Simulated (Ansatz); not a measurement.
Coupled-cluster diagnostics for Si(NCS)2Cl2 (SiC₂S₂N₂Cl₂), Ansatz.

Geometry of the singlet (r2SCAN-D4/def2-SVP):

| atom | x (Å) | y (Å) | z (Å) |
| --- | --- | --- | --- |
| Si1 | -0.700 | 0.041 | 0.504 |
| N2 | -0.425 | 0.984 | -0.878 |
| C3 | -0.299 | 1.686 | -1.849 |
| S4 | -0.125 | 2.596 | -3.114 |
| N5 | 0.621 | -0.996 | 0.736 |
| C6 | 1.525 | -1.759 | 0.965 |
| S7 | 2.706 | -2.748 | 1.255 |
| Cl8 | -2.398 | -1.062 | 0.251 |
| Cl9 | -0.906 | 1.258 | 2.130 |

Correlated methods freeze 29 core orbitals.

(1) Estimate the CCSD(T) correlation energy, the shares of MP2 and (T), T1 and the reference's ⟨S²⟩ for: charge 0, singlet, own geometry in def2-SVP; charge 1, doublet, vertical in def2-SVP; and the rough time on 2 threads of AMD EPYC 7R13 on a shared host and a share (18 GiB) of an NVIDIA H100 80GB HBM3.

## Answers

(1) 
| state | basis | correlation (eV) | MP2 share (%) | (T) share (%) | T1 | ⟨S²⟩ (pure) | wall time | remarks |
| --- | --- | --- | --- | --- | --- | --- | --- | --- |
| charge 0, singlet, own geometry | def2-SVP | -33.964 | 93.0 | 4.2 | 0.017 | 0.00 (0.00) | 7 s | – |
| charge 1, doublet, vertical | def2-SVP | -33.381 | 90.9 | 4.1 | 0.029 | 0.94 (0.75) | 18 s | spin-contaminated |
Customary marks for T1 are 0.02 (closed shells), 0.045 (open shells) and about 0.05 (3d metals). T1 exceeds 0.02 in 1 of 2 rows and 0.045 in 0; the higher it lies, the less the single-reference result can be trusted.
